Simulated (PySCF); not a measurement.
# YH₂: map over both bonds

Computed with PySCF, UPBE0, basis Y def2-TZVP with ECP28, H def2-TZVP (scalar-relativistic core potentials, no spin–orbit coupling, density fitting).

Rigid scan from the doublet minimum (Y–H 1.957 Å (×2); H–Y–H 115.4°). Coordinate: rows scale the first bond (Y–H), columns the second (Y–H). Energies in kJ/mol from the minimum.

Rows run from the largest first scale (top) to the smallest, columns from the smallest second scale to the largest. Lower edges of the bins (kJ/mol): '0' 0.00, '1' 0.31, '2' 0.79, '3' 1.56, '4' 2.78, '5' 4.71, '6' 7.77, '7' 12.62, '8' 20.30, '9' 32.48; top 52.
```
888899
766689
643468
520368
542468
655678
```

Give the energies on the grid of the scan.


| scale \ scale | 0.94 | 0.97 | 1.00 | 1.04 | 1.09 | 1.15 |
| --- | --- | --- | --- | --- | --- | --- |
| 0.94 | 13 | 8 | 6 | 8 | 16 | 30 |
| 0.97 | 8 | 3 | 1 | 3 | 11 | 26 |
| 1.00 | 6 | 1 | 0 | 2 | 10 | 25 |
| 1.04 | 8 | 3 | 2 | 5 | 13 | 28 |
| 1.09 | 16 | 11 | 10 | 13 | 21 | 36 |
| 1.15 | 30 | 26 | 25 | 28 | 36 | 52 |

With open d or f shells other occupations or spin states may lie lower.

The scan took 23 s on 2 threads of a shared Arm Neoverse V1 host; the process peaked at 0.65 GiB.
